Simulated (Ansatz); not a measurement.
Ansatz (a program for electronic structure) input (RI-MP2/aug-cc-pVTZ):
A basis named .json is the Basis Set Exchange file of that set.

Ansatz 0.2 input:
```yaml
crystal:
  periodic: [false, false, false]
  atoms:
    - {symbol: O, position_ang: [0.00000000, 0.00000000, 0.00000000]}
    - {symbol: B, position_ang: [-1.16475675, -0.65077146, 0.00373208]}
    - {symbol: H, position_ang: [-1.67657657, -0.90969153, -1.04264628]}
    - {symbol: H, position_ang: [-1.64842851, -0.94805122, 1.05330018]}
    - {symbol: B, position_ang: [1.16475675, 0.65077146, -0.00373208]}
    - {symbol: H, position_ang: [1.15140749, 1.84376938, 0.01828126]}
    - {symbol: H, position_ang: [2.17359758, 0.01397338, -0.02893516]}
basis:
  gaussian:
    orbitals: aug-cc-pVTZ
    fitting: {mean_field: def2-universal-jkfit, correlation: aug-cc-pVTZ-RIFIT.json}
magnetization: {spin_polarized: true, initial_magnetization: 2}
correlation: {method: mp2, electrons: outside_noble_gas}
```

Output:

```
Functional definition: HF
integrals: 0.19 GiB planned
299 factors; integrals over basis functions are off by at most 9.6e-1 eV
502 factors; integrals over basis functions are off by at most 6.5e-1 eV
mean field: 0.57 GiB planned
mean field evaluation 1: about -3438.1216 eV, gradient 2.4e1 eV
mean field evaluation 2: about -3439.8856 eV, gradient 1.6e1 eV
mean field evaluation 4: about -3440.7460 eV, gradient 5.6e-1 eV
mean field evaluation 8: about -3440.7515 eV, gradient 1.1e-6 eV
mean field evaluation 16: about -3437.0332 eV, gradient 1.5e1 eV
mean field evaluation 32: about -3440.6480 eV, gradient 1.0e0 eV
mean field evaluation 64: about -3439.5111 eV, gradient 3.0e0 eV
mean field -3440.75148180 eV, -126.4452847311 hartree, gradient 1.1e-6 eV, S^2 2.021582; 9 other end points of the search recorded, 0 dependent functions left out
3 core orbitals not correlated
reference -3440.75148180 eV, -126.4452847311 hartree; 9, 7 occupied and 218, 220 virtual orbitals, 502 factors
second order -12.14659659 eV of doubles, -0.00000000 eV of singles
Total energy: -3452.89807839 eV, -126.8916639224 hartree
```

This state (charge 0, triplet) is run at the relaxed geometry of the species with charge 0 and multiplicity 1, and is a spin state other than that species' own.
